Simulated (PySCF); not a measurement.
# Converging CdH in the basis (CCSD(T))

PySCF, UHF reference; doublet, unpaired electrons σ ↑; De to Cd + H without counterpoise correction. Frozen cores follow the default of each basis and core potential.

```tsv
basis	relativity	functions	Re (Å)	ωe (cm⁻¹)	De (eV)	frozen orbitals
def2-SVPD	scalar-relativistic core potentials	42	1.760	1438	0.79	0
cc-pVDZ-PP/cc-pVDZ	scalar-relativistic core potentials	43	1.745	1479	0.68	0
x2c-TZVPPall	spin-free X2C	93	1.746	1457	0.78	14
```

(1) How does each smaller set differ from the one with most functions, x2c-TZVPPall?

Correlated steps freeze the inner cores (0 to 14 orbitals); shallow outer-core shells are correlated. Correlated levels converge slowly with the basis: in double zeta they bind strong bonds too weakly, by up to about 1 eV, and carry superposition errors of some tenths. Spin–orbit coupling is left out. The state was picked by a PBE0 search and need not be the measured ground state.

Results:

(1) def2-SVPD: +1.4 pm, -1.3 % in ωe, +0.01 eV in De; cc-pVDZ-PP/cc-pVDZ: -0.1 pm, +1.5 % in ωe, -0.10 eV in De. All at CCSD(T); the set with most functions is neither the basis-set limit nor always the best. The rows treat relativity differently, so the differences are not basis effects alone.
